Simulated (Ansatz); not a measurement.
`C[CH]([SiH3])[GeH3]` + `OCS` → `OC[S][GeH3]` + `CC[SiH3]`  (ligand exchange at a Ge–C bond)

Computed with Ansatz on PBE0-D4/def2-TZVP structures; ΔE is electronic, products minus reactants. CCSD(T)/CBS adds triple-zeta CCSD(T) − MP2 to the extrapolated MP2 energy (def2 sets, frozen cores). DFT in def2-TZVPP. For Ge outer-core shells are correlated without core-valence functions, which leaves a few kJ/mol of doubt a bond. Scalar relativity is left out up to krypton. Each species was taken in one conformer, which may not be the lowest.

| level | ΔE (kJ/mol) |
| --- | --- |
| r2SCAN | -69.8 |
| HF/def2-QZVPP | -70.7 |
| HF/CBS(def2) | -70.7 |
| CCSD/CBS(def2) | -57.8 |

Task: What does CCSD(T)/CBS give? (An estimate is asked.)

Result: Computed: -57.9 kJ/mol. The listed levels differ from it by -11.9, -12.8, -12.8, 0.1 kJ/mol.

Largest T1 diagnostic among the species: 0.012.

In def2-TZVPP, CCSD(T) changes the Hartree–Fock value by +12.9 kJ/mol (the triples alone add −0.1 kJ/mol) and MP2 by +12.8 kJ/mol. The D4 term adds +3.8 kJ/mol with B3LYP and +2.2 kJ/mol with PBE0; it sums over pairs of atoms, weighted by their polarisabilities, and B3LYP, whose exchange is more repulsive, gets the larger term.

B3LYP here is the variant with VWN-RPA as its local correlation; programs differ in this.
